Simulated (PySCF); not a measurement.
**Vibration and rotation of HgF**

M06 constants of HgF, ²Σ⁺ (doublet), unpaired electrons σ ↑ (Hg cc-pVDZ-PP with ECP60, F cc-pVDZ; scalar-relativistic core potentials (PySCF 2.14); masses 201.9706 and 18.9984 u):

- ωe: 405.5 cm⁻¹
- ωexe: 4.49 cm⁻¹
- Be: 0.22355 cm⁻¹
- αe: 0.00251 cm⁻¹
- De to Hg + F: 1.28 eV

**Question.** What force constant and bond length do these constants imply?

**Answer.** Reduced mass μred = 17.365 u; k = 5.8918×10⁻⁷·μred·ωe² (u, cm⁻¹, mdyn/Å) = 1.68 mdyn/Å; Re = √(16.8576/(μred·Be)) (u, cm⁻¹, Å) = 2.084 Å.

**Question.** Estimate the centrifugal constant D from the Kratzer relation and find the Dunham coefficient a1.

**Answer.** D = 4Be³/ωe² = 2.72e-07 cm⁻¹; a1 = −1 − αeωe/(6Be²) = -4.39.

Spin–orbit coupling is left out, which matters for elements this heavy, above all for dissociation energies. The state was picked by a PBE0 search and need not be the measured ground state.
